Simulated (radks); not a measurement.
Values are calculated unless marked as measured or tabulated.
Species: Os2+. Configuration: [Xe] 4f14 5d6. Code: a radial shooting solver on a logarithmic mesh with Libxc functionals. Model: scalar-relativistic Kohn-Sham, BLYP, spin-polarised, spherical densities, finite nucleus; open shells are filled with parallel spins first (spin-orbit coupling, left out, can overturn this in heavy ions); Fermi nuclear charge, rms radius 5.4126 fm.

Unscreened Slater integrals over Kohn-Sham orbitals (cm^-1). They are taken over the spin-up orbitals. Empty in this configuration: 6s.

integral    value
F0(5d,5d)  117500
F2(5d,5d)   60703
F4(5d,5d)   39968
F0(5d,5p)  135980
F2(5d,5p)   65834
G1(5d,5p)   77964
G3(5d,5p)   48056
F0(5d,4f)  152730
F2(5d,4f)   34438
F4(5d,4f)   15932
G1(5d,4f)   12105
G3(5d,4f)   10915
G5(5d,4f)  8602.2
F0(5d,6s)   87903
G2(5d,6s)   23800
F0(5p,5p)  168680
F2(5p,5p)   90889
F0(5p,4f)  207280
F2(5p,4f)   65087
G2(5p,4f)   26901
G4(5p,4f)   22131
F0(5p,6s)   93607
G1(5p,6s)  7710.0
F0(4f,4f)  361610
F2(4f,4f)  176750
F4(4f,4f)  111930
F6(4f,4f)   80827
F0(4f,6s)   99563
G3(4f,6s)  3112.9
F0(6s,6s)   76005

Derived for the open shells (J is the average intra-shell exchange parameter used in DFT+U). 5d: Racah B = F2/49 - 5 F4/441 = 785.7 cm^-1, C = 35 F4/441 = 3172 cm^-1, C/B = 4.04, F4/F2 = 0.658, J = (F2 + F4)/14 = 7191 cm^-1.
